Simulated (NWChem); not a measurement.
Program: NWChem. System: O$_{2}$Se, charge 1, spin multiplicity 2, at the geometry of a parent with another charge or spin, in a state set for the comparison that need not be this species' ground state. Its SCF solution wasn't tested for a lower state. Level: UPBE0/x2c-SVPall-2c, scalar ZORA.

Input file:

```
start mol
memory heap 200 mb stack 900 mb global 1100 mb
charge 1
geometry units angstroms nocenter noautoz noautosym
  O      1.352331     0.000000    -0.585188
  Se     0.000000     0.000000     0.275383
  O     -1.352331     0.000000    -0.585188
end
basis spherical
  * library x2c-svpall-2c
end
relativistic
  zora on
end
dft
  xc pbe0
  odft
  mult 2
  semidirect memsize 60000000 filesize 0
  iterations 100
  grid fine
end
task dft energy
```

Part of the output:

```
             Northwest Computational Chemistry Package (NWChem) 7.3.0
             --------------------------------------------------------

                                NWChem Input Module
                                -------------------

 Scaling coordinates for geometry "geometry" by  1.889725989
 (inverse scale =  0.529177249)

                             Geometry "geometry" -> ""
                             -------------------------

 Output coordinates in angstroms (scale by  1.889725989 to convert to a.u.)

  No.       Tag          Charge          X              Y              Z
 ---- ---------------- ---------- -------------- -------------- --------------
    1 O                    8.0000     1.35233100     0.00000000    -0.58518800
    2 Se                  34.0000     0.00000000     0.00000000     0.27538300
    3 O                    8.0000    -1.35233100     0.00000000    -0.58518800

 Effective nuclear repulsion energy (a.u.)     192.1133326348

            Nuclear Dipole moment (a.u.)
            ----------------------------
        X                 Y               Z
 ---------------- ---------------- ----------------
     0.0000000000     0.0000000000     0.0000264562


 Summary of "ao basis" -> "" (spherical)
 ------------------------------------------------------------------------------
       Tag                 Description            Shells   Functions and Types
 ---------------- ------------------------------  ------  ---------------------
 *                       x2c-svpall-2c                on all atoms

                                 NWChem DFT Module
                                 -----------------

 Summary of "ao basis" -> "ao basis" (spherical)
 ------------------------------------------------------------------------------
       Tag                 Description            Shells   Functions and Types
 ---------------- ------------------------------  ------  ---------------------
 O                       x2c-svpall-2c               6       14   3s2p1d
 Se                      x2c-svpall-2c              14       38   5s6p3d

 Summary of "ao basis" -> "ao basis" (spherical)
 ------------------------------------------------------------------------------
       Tag                 Description            Shells   Functions and Types
 ---------------- ------------------------------  ------  ---------------------
 O                       x2c-svpall-2c               6       14   3s2p1d
 Se                      x2c-svpall-2c              14       38   5s6p3d

            General Information
            -------------------
          SCF calculation type: DFT
          Wavefunction type:  spin polarized.
          No. of atoms     :     3
          No. of electrons :    49
           Alpha electrons :    25
            Beta electrons :    24
          Charge           :     1
          Spin multiplicity:     2
          Use of symmetry is: off; symmetry adaption is: off
          Maximum number of iterations: 100
          AO basis - number of functions:    66
                     number of shells:    26
          Convergence on energy requested:  1.00D-06
          Convergence on density requested:  1.00D-05
          Convergence on gradient requested:  5.00D-04

              XC Information
              --------------
                         PBE0 Method XC Functional
                     Hartree-Fock (Exact) Exchange  0.250
          PerdewBurkeErnzerhof Exchange Functional  0.750
            Perdew 1991 LDA Correlation Functional  1.000 local
           PerdewBurkeErnz. Correlation Functional  1.000 non-local

             Grid Information
             ----------------
          Grid used for XC integration:  fine
          Radial quadrature: Mura-Knowles
          Angular quadrature: Lebedev.
          Tag              B.-S. Rad. Rad. Pts. Rad. Cut. Ang. Pts.
          ---              ---------- --------- --------- ---------
          O                   0.60       70           7.0       590
          Se                  1.15      140           6.0       974
          Grid pruning is: on
          Number of quadrature shells:   280
          Spatial weights used:  Erf1

          Convergence Information
          -----------------------
          Convergence aids based upon iterative change in
          total energy or number of iterations.
          Levelshifting, if invoked, occurs when the
          HOMO/LUMO gap drops below (HL_TOL):  1.00D-02
          DIIS, if invoked, will attempt to extrapolate
          using up to (NFOCK): 10 stored Fock matrices.

                    Damping( 0%)  Levelshifting(0.5)       DIIS
                  --------------- ------------------- ---------------
          dE  on:    start            ASAP                start
          dE off:    2 iters        100 iters           100 iters

      Screening Tolerance Information
      -------------------------------
          Density screening/tol_rho:  1.00D-10
          AO Gaussian exp screening on grid/accAOfunc:  14
          CD Gaussian exp screening on grid/accCDfunc:  20
          XC Gaussian exp screening on grid/accXCfunc:  20
          Schwarz screening/accCoul:  1.00D-08

 dft: using ZORA

      Superposition of Atomic Density Guess
      -------------------------------------

 Sum of atomic energies:       -2536.80253113
          Performing ZORA calculations
          ----------------------------

       Generating atomic ZORA corrections
       ----------------------------------

 In dft_scf:: zora:Knucl= F

 Grid integrated density:      50.000001229555
 Requested integration accuracy:   0.10E-06
[...]
   Bfn.  Coefficient  Atom+Function         Bfn.  Coefficient  Atom+Function
  ----- ------------  ---------------      ----- ------------  ---------------
     6      0.431021  1 O  pz                58      0.431022  3 O  pz
    19     -0.284206  2 Se s                 31     -0.271825  2 Se pz
     9      0.270098  1 O  pz                61      0.270099  3 O  pz
    18     -0.267217  2 Se s                 17      0.181916  2 Se s
    25      0.153940  2 Se pz                34     -0.102341  2 Se pz

 Vector   24  Occ=1.000000D+00  E=-6.802042D-01
              MO Center=  1.0D-06, -2.5D-08, -5.1D-01, r^2= 2.5D+00
   Bfn.  Coefficient  Atom+Function         Bfn.  Coefficient  Atom+Function
  ----- ------------  ---------------      ----- ------------  ---------------
     4      0.390966  1 O  px                56      0.390967  3 O  px
     6      0.281256  1 O  pz                58     -0.281254  3 O  pz
     7      0.242787  1 O  px                59      0.242787  3 O  px
     9      0.191633  1 O  pz                61     -0.191632  3 O  pz
    51     -0.082136  2 Se d  1              29     -0.070914  2 Se px

 Vector   25  Occ=1.000000D+00  E=-6.791489D-01
              MO Center= -1.4D-06,  1.7D-08, -5.4D-01, r^2= 2.3D+00
   Bfn.  Coefficient  Atom+Function         Bfn.  Coefficient  Atom+Function
  ----- ------------  ---------------      ----- ------------  ---------------
     5      0.465182  1 O  py                57     -0.465182  3 O  py
     8      0.309657  1 O  py                60     -0.309657  3 O  py
    48      0.118238  2 Se d -2              38     -0.065766  2 Se d -2

 Vector   26  Occ=0.000000D+00  E=-4.519699D-01
              MO Center= -9.0D-08,  3.5D-08,  2.3D-02, r^2= 2.1D+00
   Bfn.  Coefficient  Atom+Function         Bfn.  Coefficient  Atom+Function
  ----- ------------  ---------------      ----- ------------  ---------------
    30      0.519221  2 Se py                33      0.495340  2 Se py
     5     -0.345188  1 O  py                57     -0.345188  3 O  py
    24     -0.289076  2 Se py                 8     -0.276252  1 O  py
    60     -0.276252  3 O  py                21      0.115772  2 Se py
    49      0.073432  2 Se d -1              39     -0.036441  2 Se d -1

 Vector   27  Occ=0.000000D+00  E=-2.771463D-01
              MO Center=  2.5D-07,  1.7D-08, -1.3D-01, r^2= 2.1D+00
   Bfn.  Coefficient  Atom+Function         Bfn.  Coefficient  Atom+Function
  ----- ------------  ---------------      ----- ------------  ---------------
    34      0.783888  2 Se pz                19     -0.561686  2 Se s
    31      0.408846  2 Se pz                 3      0.376202  1 O  s
    55      0.376200  3 O  s                  7     -0.356085  1 O  px
    59      0.356085  3 O  px                18     -0.351852  2 Se s
     4     -0.349892  1 O  px                56      0.349892  3 O  px

 Vector   28  Occ=0.000000D+00  E=-2.580926D-01
              MO Center= -2.5D-07,  2.0D-09,  4.7D-01, r^2= 2.1D+00
   Bfn.  Coefficient  Atom+Function         Bfn.  Coefficient  Atom+Function
  ----- ------------  ---------------      ----- ------------  ---------------
    32      1.034931  2 Se px                29      0.440720  2 Se px
     3     -0.438491  1 O  s                 55      0.438492  3 O  s
     9     -0.260097  1 O  pz                61      0.260097  3 O  pz
     6     -0.255259  1 O  pz                58      0.255259  3 O  pz
    23     -0.247520  2 Se px                51     -0.188416  2 Se d  1

                     DFT Final Beta Molecular Orbital Analysis
                     -----------------------------------------

 Vector   22  Occ=1.000000D+00  E=-7.573247D-01
              MO Center= -5.9D-06,  1.5D-09, -4.9D-01, r^2= 2.6D+00
   Bfn.  Coefficient  Atom+Function         Bfn.  Coefficient  Atom+Function
  ----- ------------  ---------------      ----- ------------  ---------------
    29      0.397516  2 Se px                 4     -0.303271  1 O  px
    56     -0.303274  3 O  px                23     -0.227661  2 Se px
     3     -0.218792  1 O  s                 55      0.218793  3 O  s
     6      0.205859  1 O  pz                58     -0.205857  3 O  pz
     2     -0.184865  1 O  s                 54      0.184866  3 O  s

 Vector   23  Occ=1.000000D+00  E=-6.633860D-01
              MO Center= -1.4D-06, -6.6D-09, -5.3D-01, r^2= 2.3D+00
   Bfn.  Coefficient  Atom+Function         Bfn.  Coefficient  Atom+Function
  ----- ------------  ---------------      ----- ------------  ---------------
     5      0.459639  1 O  py                57     -0.459639  3 O  py
     8      0.313236  1 O  py                60     -0.313236  3 O  py
    48      0.124685  2 Se d -2              38     -0.067665  2 Se d -2

 Vector   24  Occ=1.000000D+00  E=-6.358265D-01
              MO Center=  1.5D-06, -3.8D-10, -4.7D-01, r^2= 2.4D+00
   Bfn.  Coefficient  Atom+Function         Bfn.  Coefficient  Atom+Function
  ----- ------------  ---------------      ----- ------------  ---------------
     4      0.325950  1 O  px                56      0.325950  3 O  px
     6      0.319701  1 O  pz                58     -0.319700  3 O  pz
     9      0.227240  1 O  pz                61     -0.227239  3 O  pz
     7      0.217493  1 O  px                59      0.217493  3 O  px
    32      0.148357  2 Se px                51     -0.092009  2 Se d  1

 Vector   25  Occ=0.000000D+00  E=-5.311802D-01
              MO Center= -3.1D-06,  1.8D-09, -3.3D-01, r^2= 2.5D+00
   Bfn.  Coefficient  Atom+Function         Bfn.  Coefficient  Atom+Function
  ----- ------------  ---------------      ----- ------------  ---------------
     6      0.422206  1 O  pz                58      0.422208  3 O  pz
    19     -0.321995  2 Se s                  9      0.308149  1 O  pz
    61      0.308150  3 O  pz                31     -0.236730  2 Se pz
    18     -0.164207  2 Se s                 25      0.132296  2 Se pz
    17      0.130027  2 Se s                 50     -0.091659  2 Se d  0

 Vector   26  Occ=0.000000D+00  E=-4.410996D-01
              MO Center= -4.1D-07,  3.2D-08, -8.1D-03, r^2= 2.2D+00
   Bfn.  Coefficient  Atom+Function         Bfn.  Coefficient  Atom+Function
  ----- ------------  ---------------      ----- ------------  ---------------
    30      0.509197  2 Se py                33      0.488008  2 Se py
     5     -0.353295  1 O  py                57     -0.353295  3 O  py
     8     -0.286825  1 O  py                60     -0.286825  3 O  py
    24     -0.282610  2 Se py                21      0.113312  2 Se py
    49      0.067221  2 Se d -1              39     -0.034538  2 Se d -1

 Vector   27  Occ=0.000000D+00  E=-2.660467D-01
              MO Center= -1.2D-08,  1.6D-08, -1.4D-01, r^2= 2.1D+00
   Bfn.  Coefficient  Atom+Function         Bfn.  Coefficient  Atom+Function
  ----- ------------  ---------------      ----- ------------  ---------------
    34      0.791113  2 Se pz                19     -0.572571  2 Se s
    31      0.402927  2 Se pz                 3      0.381365  1 O  s
    55      0.381365  3 O  s                  7     -0.358908  1 O  px
    59      0.358908  3 O  px                 4     -0.348519  1 O  px
    56      0.348519  3 O  px                18     -0.333414  2 Se s

   alpha - beta orbital overlaps
   -----------------------------

   alpha      1      2      3      4      5      6      7      8      9     10
    beta      1      2      3      5      4      6      7      8      9     10
 overlap   1.000  1.000  1.000  1.000  1.000  1.000  1.000  1.000  1.000  1.000

   alpha     11     12     13     14     15     16     17     18     19     20
    beta     11     12     14     13     15     16     17     18     19     22
 overlap   1.000  0.999  1.000  1.000  1.000  0.999  0.999  1.000  0.998  0.955

   alpha     21     22     23     24     25     26     27     28     29     30
    beta     20     21     25     24     23     26     27     28     29     30
 overlap   0.993  1.000  0.991  0.954  1.000  1.000  1.000  0.991  0.999  0.999

   alpha     31     32     33     34     35     36     37     38     39     40
    beta     31     32     33     35     34     36     37     38     39     40
 overlap   0.998  1.000  1.000  0.995  0.999  0.997  1.000  0.962  1.000  0.997

   alpha     41     42     43     44     45     46     47     48     49     50
    beta     41     42     43     44     45     50     47     49     46     48
 overlap   0.961  1.000  0.999  0.998  1.000  0.919  0.997  0.991  0.919  0.988

   alpha     51     52     53     54     55     56     57     58     59     60
    beta     51     52     53     54     55     56     57     58     59     60
 overlap   0.991  0.988  0.991  0.992  0.999  1.000  1.000  0.998  1.000  1.000

   alpha     61     62     63     64     65     66
    beta     61     62     63     64     65     66
 overlap   1.000  1.000  1.000  1.000  1.000  1.000

     --------------------------
     Expectation value of S2:
     --------------------------
      <S2> =      0.7704 (Exact =     0.7500)

 center of mass
 --------------
 x =   0.00000000 y =   0.00000000 z =   0.05133237

 moments of inertia (a.u.)
 ------------------
          60.200106494952           0.000000000000           0.000000000000
           0.000000000000         269.117921589723           0.000000000000
           0.000000000000           0.000000000000         208.917815094772

     Multipole analysis of the density
     ---------------------------------

     L   x y z        total         alpha         beta         nuclear
     -   - - -        -----         -----         ----         -------
     0   0 0 0      1.000000    -25.000000    -24.000000     50.000000

     1   1 0 0     -0.000008     -0.000001     -0.000008      0.000000
     1   0 1 0      0.000000      0.000000      0.000000      0.000000
     1   0 0 1      0.768332      0.835862     -0.067555      0.000026

     2   2 0 0    -19.001723    -64.832287    -58.661585    104.492149
     2   1 1 0      0.000000     -0.000000      0.000000      0.000000
     2   1 0 1      0.000011      0.000001      0.000010      0.000000
     2   0 2 0    -17.047039     -8.689555     -8.357484      0.000000
     2   0 1 1      0.000000      0.000000      0.000000      0.000000
     2   0 0 2    -16.752630    -24.219328    -21.307285     28.773983

 Task  times  cpu:        9.5s     wall:        9.5s

 Total times  cpu:        9.6s     wall:        9.6s
```
